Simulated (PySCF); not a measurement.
C₆H₁₅N, charge +1, doublet, at a GFN2-xTB geometry of the parent state (a state made from the parent by changing its charge; the spin is typed, not shown lowest); DF-B3LYP/def2-SV(P) (PySCF).

Here is a job for PySCF.
```python
from pyscf import gto, scf, dft

mol = gto.M(
    atom='''
C    -1.65734729    1.96293200   -0.08726551
C    -0.58248885    1.15358805   -0.80450976
N     0.23592547    0.36494374    0.10301469
C    -0.50408012   -0.59603970    0.90204749
C    -1.19431138   -1.73832383    0.14501123
C     1.39296132   -0.18535539   -0.58531764
C     2.41612174   -0.79803091    0.36471871
H    -1.22489425    2.47232377    0.76976579
H    -2.06324031    2.70711693   -0.76848101
H    -2.47666120    1.33453075    0.25169408
H    -1.04989212    0.53526331   -1.59167111
H     0.09442522    1.85333510   -1.30480418
H     0.19226591   -1.01977462    1.62811825
H    -1.25382218   -0.03962832    1.46766311
H    -0.47019606   -2.34008150   -0.39900618
H    -1.92648327   -1.35302233   -0.56059299
H    -1.70911395   -2.38175945    0.85417407
H     1.10990088   -0.92862616   -1.35202467
H     1.86994548    0.64990246   -1.10779590
H     2.08029684   -1.75413693    0.75732531
H     3.35000295   -0.96193364   -0.16783802
H     2.60085512   -0.12073685    1.19426353
''',
    basis='def2-sv(p)',
    charge=1,
    spin=1,
    verbose=4,
)

mf = dft.UKS(mol)
mf.xc = 'b3lyp'
mf = mf.density_fit(auxbasis='def2-universal-jkfit')
mf.kernel()
mf.analyze()
```

What the program printed (banner, timings and long lists left out):

```
PySCF version 2.14.0

[INPUT] verbose = 4
[INPUT] num. atoms = 22
[INPUT] num. electrons = 57
[INPUT] charge = 1
[INPUT] spin (= nelec alpha-beta = 2S) = 1
[INPUT] symmetry False subgroup None
[INPUT] Mole.unit = angstrom
[INPUT] Symbol           X                Y                Z      unit          X                Y                Z       unit  Magmom
[...]
nuclear repulsion = 341.017472723266
number of shells = 72
number of NR pGTOs = 228
number of NR cGTOs = 128
basis = def2-sv(p)
ecp = {}

******** <class 'pyscf.df.df_jk.DFUKS'> ********
method = DFUKS
initial guess = minao
damping factor = 0
level_shift factor = 0
DIIS = <class 'pyscf.scf.diis.CDIIS'>
diis_start_cycle = 1
diis_space = 8
diis_damp = 0
SCF conv_tol = 1e-09
SCF conv_tol_grad = None
SCF max_cycles = 50
direct_scf = False
number electrons alpha = 29  beta = 28
XC library pyscf.dft.libxc version 7.1.2
    S. Lehtola, C. Steigemann, M. J. T. Oliveira, and M. A. L. Marques,  SoftwareX 7, 1–5 (2018)
XC functionals = b3lyp
    P. J. Stephens, F. J. Devlin, C. F. Chabalowski, and M. J. Frisch,  J. Phys. Chem. 98, 11623 (1994)
radial grids:
    Treutler-Ahlrichs [JCP 102, 346 (1995); DOI:10.1063/1.469408] (M4) radial grids

becke partition: Becke, JCP 88, 2547 (1988); DOI:10.1063/1.454033
pruning grids: <function nwchem_prune>
grids dens level: 3
symmetrized grids: False
atomic radii adjust function: <function treutler_atomic_radii_adjust>
small_rho_cutoff = 0
Set gradient conv threshold to 3.16228e-05
tot grids = 245736
******** <class 'pyscf.df.df.DF'> ********
auxbasis = def2-universal-jkfit
init E= -292.564402734475

cycle= 1 E= -291.806029434294  delta_E= 0.758  |g|= 0.378  |ddm|= 3.09
cycle= 2 E= -291.713023759056  delta_E= 0.093  |g|= 0.593  |ddm|= 0.961
cycle= 3 E= -291.874527059026  delta_E= -0.162  |g|= 0.0829  |ddm|= 0.516
cycle= 4 E= -291.877348228324  delta_E= -0.00282  |g|= 0.0273  |ddm|= 0.0998
cycle= 5 E= -291.877792961524  delta_E= -0.000445  |g|= 0.0073  |ddm|= 0.0307
cycle= 6 E= -291.87782520359  delta_E= -3.22e-05  |g|= 0.00256  |ddm|= 0.0104
cycle= 7 E= -291.877829731083  delta_E= -4.53e-06  |g|= 0.00111  |ddm|= 0.0048
cycle= 8 E= -291.877830477115  delta_E= -7.46e-07  |g|= 0.00024  |ddm|= 0.00155
cycle= 9 E= -291.877830512557  delta_E= -3.54e-08  |g|= 6.83e-05  |ddm|= 0.000382
cycle= 10 E= -291.877830516411  delta_E= -3.85e-09  |g|= 2.23e-05  |ddm|= 0.000121
cycle= 11 E= -291.877830516704  delta_E= -2.93e-10  |g|= 1.27e-05  |ddm|= 4.01e-05
Extra cycle  E= -291.877830516677  delta_E= 2.72e-11  |g|= 1.58e-05  |ddm|= 2.88e-05
converged SCF energy = -291.877830516677  <S^2> = 0.75390539  2S+1 = 2.0039016
**** SCF Summaries ****
Total Energy =                        -291.877830516676795
Nuclear Repulsion Energy =             341.017472723265996
One-electron Energy =                -1056.001717001304769
Two-electron Energy =                  423.106413761361978
Two-electron Coulomb Energy =          467.902926766611756
DFT Exchange-Correlation Energy =      -44.796513005249771
**** MO energy ****
                             alpha | beta                alpha | beta
[...]
To work with the spin densities directly, `use mulliken_meta_spin()` only printing them here.

 ** Mulliken spin pop alpha/beta on meta-lowdin orthogonal AOs **
 ** Mulliken Spin Density (per AO)  **
spin_pop of  0 C 1s       -0.00000
spin_pop of  0 C 2s        0.00147
spin_pop of  0 C 3s        0.00001
spin_pop of  0 C 2px       0.00509
spin_pop of  0 C 2py       0.00266
spin_pop of  0 C 2pz       0.00208
spin_pop of  0 C 3px       0.00006
spin_pop of  0 C 3py       0.00005
spin_pop of  0 C 3pz       0.00002
spin_pop of  0 C 3dxy      0.00000
spin_pop of  0 C 3dyz     -0.00001
spin_pop of  0 C 3dz^2     0.00001
spin_pop of  0 C 3dxz      0.00003
spin_pop of  0 C 3dx2-y2   -0.00000
spin_pop of  1 C 1s        0.00000
spin_pop of  1 C 2s       -0.00501
spin_pop of  1 C 3s        0.00013
spin_pop of  1 C 2px      -0.00341
spin_pop of  1 C 2py      -0.01103
spin_pop of  1 C 2pz      -0.00053
spin_pop of  1 C 3px       0.00022
spin_pop of  1 C 3py       0.00024
spin_pop of  1 C 3pz       0.00046
spin_pop of  1 C 3dxy      0.00011
spin_pop of  1 C 3dyz      0.00014
spin_pop of  1 C 3dz^2     0.00013
spin_pop of  1 C 3dxz      0.00019
spin_pop of  1 C 3dx2-y2   -0.00000
spin_pop of  2 N 1s       -0.00001
spin_pop of  2 N 2s        0.06307
spin_pop of  2 N 3s        0.00073
spin_pop of  2 N 2px       0.10931
spin_pop of  2 N 2py       0.30198
spin_pop of  2 N 2pz       0.30464
spin_pop of  2 N 3px       0.00031
spin_pop of  2 N 3py       0.00088
spin_pop of  2 N 3pz       0.00087
spin_pop of  2 N 3dxy     -0.00018
spin_pop of  2 N 3dyz     -0.00035
spin_pop of  2 N 3dz^2    -0.00007
spin_pop of  2 N 3dxz     -0.00019
spin_pop of  2 N 3dx2-y2   -0.00005
spin_pop of  3 C 1s       -0.00000
spin_pop of  3 C 2s       -0.00509
spin_pop of  3 C 3s        0.00011
spin_pop of  3 C 2px      -0.00275
spin_pop of  3 C 2py       0.00053
spin_pop of  3 C 2pz      -0.00944
spin_pop of  3 C 3px       0.00031
spin_pop of  3 C 3py       0.00067
spin_pop of  3 C 3pz       0.00023
spin_pop of  3 C 3dxy      0.00019
spin_pop of  3 C 3dyz      0.00016
spin_pop of  3 C 3dz^2     0.00011
spin_pop of  3 C 3dxz      0.00011
spin_pop of  3 C 3dx2-y2    0.00005
spin_pop of  4 C 1s       -0.00000
spin_pop of  4 C 2s        0.00622
spin_pop of  4 C 3s        0.00006
spin_pop of  4 C 2px       0.01710
spin_pop of  4 C 2py       0.04227
spin_pop of  4 C 2pz       0.01741
spin_pop of  4 C 3px       0.00007
spin_pop of  4 C 3py       0.00013
spin_pop of  4 C 3pz       0.00003
spin_pop of  4 C 3dxy      0.00003
spin_pop of  4 C 3dyz      0.00007
spin_pop of  4 C 3dz^2     0.00000
spin_pop of  4 C 3dxz      0.00001
spin_pop of  4 C 3dx2-y2    0.00002
spin_pop of  5 C 1s        0.00000
spin_pop of  5 C 2s       -0.00501
spin_pop of  5 C 3s        0.00013
spin_pop of  5 C 2px      -0.01539
spin_pop of  5 C 2py      -0.00008
spin_pop of  5 C 2pz       0.00050
spin_pop of  5 C 3px       0.00008
spin_pop of  5 C 3py       0.00041
spin_pop of  5 C 3pz       0.00042
spin_pop of  5 C 3dxy     -0.00005
spin_pop of  5 C 3dyz      0.00037
spin_pop of  5 C 3dz^2     0.00009
spin_pop of  5 C 3dxz     -0.00006
spin_pop of  5 C 3dx2-y2    0.00021
spin_pop of  6 C 1s       -0.00000
spin_pop of  6 C 2s        0.00147
spin_pop of  6 C 3s        0.00001
spin_pop of  6 C 2px       0.00445
spin_pop of  6 C 2py       0.00185
spin_pop of  6 C 2pz       0.00354
spin_pop of  6 C 3px       0.00009
spin_pop of  6 C 3py       0.00001
spin_pop of  6 C 3pz       0.00002
spin_pop of  6 C 3dxy      0.00001
spin_pop of  6 C 3dyz      0.00002
spin_pop of  6 C 3dz^2    -0.00000
spin_pop of  6 C 3dxz      0.00001
spin_pop of  6 C 3dx2-y2   -0.00001
spin_pop of  7 H 1s        0.00233
spin_pop of  7 H 2s        0.00015
spin_pop of  8 H 1s       -0.00074
spin_pop of  8 H 2s        0.00000
spin_pop of  9 H 1s       -0.00071
spin_pop of  9 H 2s        0.00001
spin_pop of  10 H 1s        0.06451
spin_pop of  10 H 2s        0.00026
spin_pop of  11 H 1s        0.00723
spin_pop of  11 H 2s        0.00014
spin_pop of  12 H 1s        0.01032
spin_pop of  12 H 2s        0.00019
spin_pop of  13 H 1s        0.01032
spin_pop of  13 H 2s        0.00019
spin_pop of  14 H 1s       -0.00230
spin_pop of  14 H 2s        0.00005
spin_pop of  15 H 1s       -0.00230
spin_pop of  15 H 2s        0.00005
spin_pop of  16 H 1s        0.00138
spin_pop of  16 H 2s        0.00001
spin_pop of  17 H 1s        0.06451
spin_pop of  17 H 2s        0.00026
spin_pop of  18 H 1s        0.00723
spin_pop of  18 H 2s        0.00014
spin_pop of  19 H 1s       -0.00071
spin_pop of  19 H 2s        0.00001
spin_pop of  20 H 1s       -0.00074
spin_pop of  20 H 2s        0.00000
spin_pop of  21 H 1s        0.00233
spin_pop of  21 H 2s        0.00015
 ** Mulliken Spin Density (per atom)  **
spin density of  0 C =      0.01147
spin density of  1 C =     -0.01838
spin density of  2 N =      0.78096
spin density of  3 C =     -0.01482
spin density of  4 C =      0.08341
spin density of  5 C =     -0.01838
spin density of  6 C =      0.01147
spin density of  7 H =      0.00248
spin density of  8 H =     -0.00074
spin density of  9 H =     -0.00070
spin density of  10 H =      0.06477
spin density of  11 H =      0.00738
spin density of  12 H =      0.01051
spin density of  13 H =      0.01051
spin density of  14 H =     -0.00225
spin density of  15 H =     -0.00225
spin density of  16 H =      0.00139
spin density of  17 H =      0.06477
spin density of  18 H =      0.00738
spin density of  19 H =     -0.00070
spin density of  20 H =     -0.00074
spin density of  21 H =      0.00248
 ** Mulliken pop alpha/beta on meta-lowdin orthogonal AOs **
 ** Mulliken pop       alpha | beta **
In total            29.00000 | 28.00000
 ** Mulliken atomic charges   ( Nelec_alpha | Nelec_beta ) **
charge of  0C =     -0.27229  (     3.14188      3.13041 )
charge of  1C =     -0.06705  (     3.02434      3.04272 )
charge of  2N =      0.14339  (     3.81878      3.03782 )
charge of  3C =     -0.07474  (     3.02996      3.04478 )
charge of  4C =     -0.25400  (     3.16870      3.08530 )
charge of  5C =     -0.06708  (     3.02435      3.04273 )
charge of  6C =     -0.27228  (     3.14187      3.13040 )
charge of  7H =      0.11376  (     0.44436      0.44188 )
charge of  8H =      0.13107  (     0.43409      0.43484 )
charge of  9H =      0.10457  (     0.44736      0.44807 )
charge of  10H =      0.14236  (     0.46120      0.39643 )
charge of  11H =      0.12706  (     0.44016      0.43278 )
charge of  12H =      0.13206  (     0.43923      0.42872 )
charge of  13H =      0.13207  (     0.43922      0.42871 )
charge of  14H =      0.11036  (     0.44370      0.44594 )
charge of  15H =      0.11037  (     0.44369      0.44594 )
charge of  16H =      0.14152  (     0.42993      0.42854 )
charge of  17H =      0.14236  (     0.46120      0.39644 )
charge of  18H =      0.12706  (     0.44016      0.43278 )
charge of  19H =      0.10458  (     0.44736      0.44806 )
charge of  20H =      0.13107  (     0.43409      0.43484 )
charge of  21H =      0.11377  (     0.44435      0.44188 )

WARN: System has nonzero charge 1; the dipole moment is origin-dependent.
Location of origin: [0. 0. 0.]

Dipole moment(X, Y, Z, Debye): -0.03374, -0.16336, -0.69492
```
